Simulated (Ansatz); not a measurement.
Mulliken charges of `C[B](F)[GeH2][Cl]` from B3LYP/def2-TZVPP in Ansatz (PBE0-D4/def2-TZVP geometry).

```tsv
atom	x (Å)	y (Å)	z (Å)	charge (e)
C1	-0.485	-1.518	-0.007	-0.290
B2	0.603	-0.470	0.326	0.294
F3	1.751	-0.830	0.885	-0.209
Ge4	0.380	1.575	-0.060	0.198
Cl5	-1.590	1.849	-0.936	-0.340
H6	-0.198	-2.540	0.247	0.111
H7	-1.415	-1.261	0.514	0.116
H8	-0.742	-1.464	-1.071	0.117
H9	0.406	2.468	1.193	0.002
H10	1.374	2.141	-1.089	0.001
```

By hand: the dipole of these point charges (1 e Å = 4.8032 D).

Σ q r = (0.297, -0.434, 0.182) e Å, of length 0.556 e Å = 2.67 D.

How does the dipole of the full density compare? (An estimate is asked.)

The calculation gave: (0.164, -0.279, 0.106) e Å, 1.64 D; the point charges give 1.63 times that, at 4° from its direction.

Point charges leave out the atoms' own dipoles, such as those of lone pairs, and Mulliken's split depends on the basis, so the two needn't agree.

B3LYP here is the variant with VWN-RPA as its local correlation; programs differ in this.
